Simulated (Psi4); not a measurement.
C₂H₇N, charge +1, doublet, geometry from GFN2-xTB (a state made from the parent by changing its charge; the spin is typed, not shown lowest); PBE0/def2-SVPD (Psi4 1.11).

Input for Psi4:
```
memory 2 GB

molecule {
1 2
C     1.21345303    0.27761551    0.17430656
N     0.03751869   -0.26276197   -0.35002414
C    -1.24784022   -0.03678500    0.14650277
H     1.92869828   -0.51779860    0.43796710
H     1.01682614    0.90235343    1.04484140
H     1.75201387    0.86309442   -0.58857406
H     0.12435315   -0.87090672   -1.16013127
H    -1.73453079   -0.98553706    0.42546873
H    -1.90726403    0.36768397   -0.63793418
H    -1.23640431    0.63546126    1.00367526
}

set {
  basis def2-svpd
  reference uks
}

energy('pbe0')
print_variables()
```

Predict the main parts of the log of this Psi4 run.


```
   => Loading Basis Set <=

    Name: DEF2-SVPD
    Role: ORBITAL
    Keyword: BASIS

         ---------------------------------------------------------
                                   SCF
               by Justin Turney, Rob Parrish, Andy Simmonett
                          and Daniel G. A. Smith
                              UKS Reference
         ---------------------------------------------------------

  ==> Geometry <==

    Molecular point group: c1
    Full point group: C1

    Geometry (in Angstrom), charge = 1, multiplicity = 2:

       Center              X                  Y                   Z               Mass
    ------------   -----------------  -----------------  -----------------  -----------------
         C            1.212210573600     0.286317050158     0.185897845729    12.000000000000
         N            0.036276233600    -0.254060429842    -0.338432854271    14.003074004430
         C           -1.249082676400    -0.028083459842     0.158094055729    12.000000000000
         H            1.927455823600    -0.509097059842     0.449558385729     1.007825032230
         H            1.015583683600     0.911054970158     1.056432685729     1.007825032230
         H            1.750771413600     0.871795960158    -0.576982774271     1.007825032230
         H            0.123110693600    -0.862205179842    -1.148539984271     1.007825032230
         H           -1.735773246400    -0.976835519842     0.437060015729     1.007825032230
         H           -1.908506486400     0.376385510158    -0.626342894271     1.007825032230
         H           -1.237646766400     0.644162800158     1.015266545729     1.007825032230

  Running in c1 symmetry.

  Rotational constants: A =      1.38173  B =      0.29943  C =      0.26985 [cm^-1]
  Rotational constants: A =  41423.28617  B =   8976.57613  C =   8089.99534 [MHz]
  Nuclear repulsion =   85.132609887855168

  Charge       = 1
  Multiplicity = 2
  Electrons    = 25
  Nalpha       = 13
  Nbeta        = 12

  ==> Algorithm <==

  SCF Algorithm Type is DF.
  DIIS enabled.
  MOM disabled.
  Fractional occupation disabled.
  Guess Type is SAD.
  Energy threshold   = 1.00e-06
  Density threshold  = 1.00e-06
  Integral threshold = 1.00e-12

  ==> Primary Basis <==

  Basis Set: DEF2-SVPD
    Blend: DEF2-SVPD
    Number of shells: 52
    Number of basis functions: 116
    Number of Cartesian functions: 122
    Spherical Harmonics?: true
    Max angular momentum: 2

  ==> DFT Potential <==

[...]
      Ntotal   =   24.9999977126 ; deviation = -2.287e-06

   @Spin Contamination Metric:   5.230724705E-03
   @S^2 Expected:                7.500000000E-01
   @S^2 Observed:                7.552307247E-01
   @S   Expected:                5.000000000E-01
   @S   Observed:                5.000000000E-01

    Orbital Energies [Eh]
    ---------------------

    Alpha Occupied:

[...]
      13A     -0.534797

    Alpha Virtual:

[...]
     116A      3.212698

    Beta Occupied:

[...]
    Beta Virtual:

[...]
    Final Occupation by Irrep:
              A
    DOCC [    12 ]
    SOCC [     1 ]
    NA   [    13 ]
    NB   [    12 ]

  @DF-UKS Final Energy:  -134.61041587321932

   => Energetics <=

    Nuclear Repulsion Energy =             85.1326098878551676
    One-Electron Energy =                -342.1140584435449910
    Two-Electron Energy =                 137.4800648674506931
    DFT Exchange-Correlation Energy =     -15.1090321849801921
    Empirical Dispersion Energy =           0.0000000000000000
    VV10 Nonlocal Energy =                  0.0000000000000000
    Total Energy =                       -134.6104158732193241

  UHF NO Occupations:
  HONO-2 :   11  A 1.9991823
  HONO-1 :   12  A 1.9989894
  HONO-0 :   13  A 1.0000000
  LUNO+0 :   14  A 0.0010106
  LUNO+1 :   15  A 0.0008177
  LUNO+2 :   16  A 0.0002082
  LUNO+3 :   17  A 0.0002032

Computation Completed

Properties will be evaluated at   0.000000,   0.000000,   0.000000 [a0]

Properties computed using the SCF density matrix

 Multipole Moments:

 ------------------------------------------------------------------------------------
     Multipole            Electronic (a.u.)      Nuclear  (a.u.)        Total (a.u.)
 ------------------------------------------------------------------------------------

 L = 1.  Multiply by 2.5417464519 to convert [e a0] to [Debye]
 Dipole X            :          0.0929397           -0.0610455            0.0318942
 Dipole Y            :         -0.6509025            0.4275317           -0.2233708
 Dipole Z            :         -0.8670645            0.5695132           -0.2975513
 Magnitude           :                                                    0.3734281

 ------------------------------------------------------------------------------------

  Variable Map:
  ----------------------------------------------------------------------------
[...]
  Array Variable Map:
  ----------------------------------------------------------------------------
[...]
[...]
```
